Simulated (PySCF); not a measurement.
## How methods differ on the excitation energy of Ne⁺

Ne⁺ [He] 2s2 2p5 (2P) → Ne⁺ [He] 2s1 2p6 (2S), as a difference of total energies. All numbers are calculated (PySCF 2.14, the spin-free X2C one-electron Hamiltonian (Gaussian nucleus), in aug-cc-pCVTZ-DK). Correlated levels: valence and next inner shell: nothing frozen. The calculations carry no spin-orbit coupling.

```json
{"method": "UHF", "excitation energy (cm⁻¹)": "239900", "error (cm⁻¹)": "+23115"}
{"method": "MP2 (valence and next inner shell)", "excitation energy (cm⁻¹)": "222330", "error (cm⁻¹)": "+5541"}
{"method": "SCS-MP2 (valence and next inner shell)", "excitation energy (cm⁻¹)": "221470", "error (cm⁻¹)": "+4686"}
{"method": "CCSD (valence and next inner shell)", "excitation energy (cm⁻¹)": "218990", "error (cm⁻¹)": "+2204"}
{"method": "CCSD(T) (valence and next inner shell)", "excitation energy (cm⁻¹)": "217460", "error (cm⁻¹)": "+671"}
```

Reference: 216790 cm⁻¹ (measured; NIST levels, between the centres of gravity of the two terms).

Errors of the correlated levels include the incompleteness of this basis.
